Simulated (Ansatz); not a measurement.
Reaction (ligand exchange at the Si–N bond): `O[SiH](O)N[SiH2]F` + CH₃OH → `CO[SiH2]F` + `N[SiH](O)O`

Isolated molecules relaxed with PBE0-D4/def2-TZVP in Ansatz; ΔE leaves out vibrations. CCSD(T)/CBS adds triple-zeta CCSD(T) − MP2 to the extrapolated MP2 energy (def2 sets, frozen cores). This one scheme is used for every species. One conformer a species, not always the lowest.

`O[SiH](O)N[SiH2]F`:

Z-matrix (Å, degrees):
```
Si
O 1 1.636
N 1 1.728 2 106.0
O 1 1.636 2 116.1 3 -121.8
H 1 1.471 2 106.1 3 122.6
H 2 0.960 1 119.1 3 47.6
Si 3 1.707 1 125.7 2 13.2
H 3 1.010 1 117.3 2 -161.5
H 4 0.958 1 118.5 2 66.7
F 7 1.610 3 109.7 1 -63.0
H 7 1.477 3 112.5 1 53.4
H 7 1.481 3 109.0 1 179.1
```

CH₃OH:

Z-matrix (Å, degrees):
```
C
O 1 1.409
H 1 1.097 2 112.4
H 1 1.090 2 107.0 3 -118.5
H 1 1.097 2 112.4 3 123.0
H 2 0.959 1 108.5 3 -61.6
```

`CO[SiH2]F`:

Cartesian coordinates in Å:
```
C 0.554 -1.228 0.276
O 0.428 -0.145 -0.621
Si -0.446 1.195 -0.351
F -2.012 0.878 -0.384
H -0.301 -1.905 0.187
H 1.463 -1.775 0.026
H 0.626 -0.886 1.315
H -0.143 2.131 -1.449
H -0.169 1.736 1.002
```

`N[SiH](O)O`:

```xyz
9

N     0.474    0.741    0.899
Si   -0.263    0.081   -0.501
O    -1.575   -0.765   -0.002
O     0.889   -0.777   -1.293
H     1.372    1.193    0.823
H    -0.095    1.197    1.594
H    -0.792    1.009   -1.517
H    -1.462   -1.335    0.761
H     1.451   -1.344   -0.763
```

```
            species  CCSD(T)/def2-TZVPP energy (Eh)
`O[SiH](O)N[SiH2]F`                      -886.64364
              CH₃OH                      -115.55534
        `CO[SiH2]F`                      -505.06606
       `N[SiH](O)O`                      -497.14592
```

Task: Work out ΔE.

Result: ΔE = (-505.06606) + (-497.14592) − (-886.64364) − (-115.55534) = -0.01300 Eh = -0.35 eV. CCSD(T)/CBS gives -0.35 eV.

Largest T1 diagnostic among the species: 0.012.

In def2-TZVPP, CCSD(T) changes the Hartree–Fock value by +0.10 eV (the triples alone add +0.01 eV) and MP2 by +0.09 eV. The D4 term adds +0.06 eV with B3LYP and +0.03 eV with PBE0; it sums over pairs of atoms, weighted by their polarisabilities, and B3LYP, whose exchange is more repulsive, gets the larger term.

B3LYP here is the variant with VWN-RPA as its local correlation; programs differ in this.
